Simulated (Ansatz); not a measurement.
Cost and result up the ladder for Sn6S12 (18 atoms). The state is a singlet with charge 0. Geometry: PBE-D4/def2-SVP.

```xyz
18

Sn   -0.441    2.906   -2.348
Sn   -3.511    1.001   -2.292
Sn    3.414    0.641    0.936
Sn    2.685   -2.352    2.999
Sn   -0.126   -0.330    0.515
Sn    2.564   -2.243   -1.323
S     1.423   -0.089    2.545
S     0.955   -3.847    1.854
S    -0.233    2.310    0.305
S     4.061   -1.937    0.781
S    -0.995    0.380   -3.269
S    -1.535   -0.852   -1.628
S     1.846    0.303   -1.147
S     0.352   -2.879    0.112
S    -2.343   -0.420    1.815
S    -2.874    3.394   -2.041
S    -3.242    1.189    0.865
S    -2.002    2.826    1.321
```

Ansatz on 2 threads of AMD EPYC 7R13 on a shared host and a share (18 GiB) of an NVIDIA H100 80GB HBM3. Times are rough, and most runs start from the orbitals of an earlier one. PBE0-D4/def2-TZVP serves as the yardstick here, not as an exact answer. Differences are given only for rows in sets of like size (and for xTB, whose basis is part of the method), since another set adds its own error. Binding counts from free atoms at the same level (Sn triplet, S triplet; other spins of the atoms weren't run), without zero-point energy or a counterpoise term.

In the def2 sets Sn takes a core potential; there is no spin–orbit coupling. Correlated methods freeze 84 core orbitals; core or outer-core shells of Sn are correlated, in sets that lack core-valence functions. The rows differ in basis, and correlated rows in double-zeta sets carry the largest basis error. Single mean-field runs in def2-TZVP are fitted with def2-universal-jkfit. The structure comes from a short search, and lower isomers may exist.

Correlated methods converge slowly with the basis, most of all in double-zeta sets.

```
                         level  functions  binding energy per atom (eV)  difference from PBE0-D4/def2-TZVP (eV)
                  MP2/def2-SVP        372                          2.79                                       –
             PBE0-D4/def2-TZVP        744                          3.26                                    0.00
              PBE0-D4/def2-SVP        372                          3.21                                       –
              RPA@PBE/def2-SVP        372                          2.47                                       –
             BLYP-D4/def2-TZVP        744                          3.28                                    0.02
PBE-D4/def2-TZVP (with forces)        744                          3.44                                    0.18
           r2SCAN-D4/def2-TZVP        744                          3.26                                    0.00
               PBE-D4/def2-SVP        372                          3.41                                       –
```

Q: Estimate how long each takes.

A: PBE-D4/def2-SVP 3.3 s; BLYP-D4/def2-TZVP 4.1 s; PBE0-D4/def2-SVP 5.5 s; MP2/def2-SVP 6 s; PBE0-D4/def2-TZVP 6 s; r2SCAN-D4/def2-TZVP 8 s; PBE-D4/def2-TZVP (with forces) 8 s; RPA@PBE/def2-SVP 10 s. On shared hardware such times vary by a factor of up to 3.
